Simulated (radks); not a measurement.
Task: These are the eigenvalues of the occupied orbitals of an atom or ion with whole-number occupations (eV). Method: scalar-relativistic Kohn-Sham, exchange-only LDA, spin-polarised, spherical densities, point nucleus; computed with a radial shooting solver on a logarithmic mesh with Libxc functionals.

1s down: -61649.12
1s up: -61649.09
2s up: -10826.27
2s down: -10826.06
2p up: -9598.990
2p down: -9598.839
3s up: -2799.118
3s down: -2794.329
3p up: -2429.144
3p down: -2424.375
3d up: -1977.533
3d down: -1973.826
4s up: -903.1564
4s down: -894.5754
4p up: -778.0030
4p down: -769.6512
4d up: -613.4302
4d down: -605.2421
4f up: -429.6599

Which element is it, and in what charge state? The configuration may be excited. Open shells, if any, are filled with parallel spins first.

Result: Z = 70, ytterbium, charge +18: Yb18+ in [Kr] 4d10 4f6. The list shows which subshells hold electrons but not how many an open one holds; the 1s level, -2265.6 hartree, gives Z - s = 67.3 by -(Z - s)^2/2, which with screening and relativity narrows Z to a few neighbours, and the depths of the outer levels then fix element, charge and occupations together.
